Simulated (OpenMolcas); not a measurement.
# d3 ions of charge +3 down a group with 6 fluoride ligands in octahedral coordination

* Program: OpenMolcas 26.06
* Method: SS-CASPT2, IPEA 0.25 Eh, imaginary shift 0.1 Eh
* Spin-orbit coupling: state interaction with AMFI integrals over the reference wave functions

The d shell is active; CASPT2 correlates the ligand valence shells and the outer metal core. Anionic complexes are neutralised by point charges behind the ligands. Distances were set from a Shannon-type radius of the metal (high-spin where two are listed) plus a fixed donor radius (F 1.31 Å). Ligand basis ANO-RCC-VDZP, DKH2 Hamiltonian. States (labels of O, the rotations of Oh). Energies in cm-1 above the lowest state or level, χT in cm3 K/mol; 10Dq and B are least-squares fits to the states below 45000 cm-1, weighted by degeneracy, with a free offset, and given where the rms deviation is under 5 % of |10Dq| (or 100 cm-1) and under 700 cm-1. Spin-only χT is S(S+1) / 2 for the spin of the ground state.

| Ion | Shell | R (Å) | Metal basis | Outer charge (e at Å behind ligand) | Ground state | First state of that spin | 10Dq | B (rms of fit) | First gap with spin-orbit (degeneracies) | χT at 300 K | First state of another spin | Spin-only χT |
| --- | --- | --- | --- | --- | --- | --- | --- | --- | --- | --- | --- | --- |
| Cr3+ | 3d3 | 1.93 | ANO-RCC-VDZP | 0.5 at 2.4 | 4A2 | 4T2 15050 |  |  | 14930 (4, 4) | 1.831 | 2E 15600 | 1.875 |
| Mo3+ | 4d3 | 2 | ANO-RCC-VDZP | 0.5 at 2.4 | 4A2 | 4T2 26190 | 25753 | 557 (208) | 11810 (4, 4) | 1.770 | 2E 11860 | 1.875 |

χT departs most from the spin-only value for Mo3+, by -0.105 cm3 K/mol.

Roots that are degenerate in the reference are averaged as groups; the widest CASPT2 spread within a group is 120 cm-1 (the 3-fold group of multiplicity 2 near 63600 cm-1 above the lowest state of its run, Mo3+). Shifts and gaps below about the spread of the groups concerned are not significant. Over all roots computed the reference weight is 0.71 to 0.72 in Cr3+, 0.71 in Mo3+; a low but even weight reflects the number of correlated electrons. Ligand-to-metal charge-transfer states are missing. With no ligand orbital active B as a rule stays too high, so bands that hang on it stand too high and its fall with covalency is understated. With one d shell and no ligand orbital active, 10Dq can be off by a tenth or more. The least metal-like active orbital is 83 % on the metal (Löwdin) and no ligand orbital is active, so the numbers are rough (holds for Mo3+). No measured value stands beside these numbers; the geometry was imposed, not optimised, and the real ion may take another.
